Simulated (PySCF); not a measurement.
Trends in electronic spectra. Method used: TDDFT CAM-B3LYP/def2-SVPD, vertical, gas phase, core orbitals frozen in the response (PySCF). Geometries: PBE0-D3(BJ)/def2-SVP; one conformer of each isolated species. Triplets are in the Tamm–Dancoff approximation. Relativistic effects are left out although some hold elements past zinc. Ions are computed without counter-ions or solvent.

**Question.** Rank by computed lowest singlet excitation energy, highest first.
A. `[Ge-]#[Se+]`
B. `[CaH+]`
C. `[CH3][Al]([CH3])[S]C(C)(C)C`
D. `C[C@@H]1C[C@H](Cl)[C@@H]1F`
E. `[C]=C=C=C=[C]` [singlet]

**Answer.** D (7.06 eV), C (4.11 eV), B (3.49 eV), A (3.34 eV), E (2.29 eV).

```csv
SMILES,S1 (eV),f (S1),LUMO (eV),HOMO (eV),T1 (eV),S1 mainly
C[C@@H]1C[C@H](Cl)[C@@H]1F,7.06,0.003,0.99,-9.58,6.47,H→L+1 (47%)
[CH3][Al]([CH3])[S]C(C)(C)C,4.11,0.000,-0.08,-7.68,3.91,H→L (95%)
[CaH+],3.49,0.022,-6.54,-13.12,2.92,H→L (83%)
[Ge-]#[Se+],3.34,0.000,-1.51,-8.78,2.76,H-1/H→L/L+1 (≥78%)
[C]=C=C=C=[C],2.29,0.000,-3.94,-10.47,1.87,H-1/H→L/L+1 (≥94%)
```

H and L stand for HOMO and LUMO. A slash joins orbitals within 0.01 eV of each other, whose weights are summed (≥ marks a lower bound).
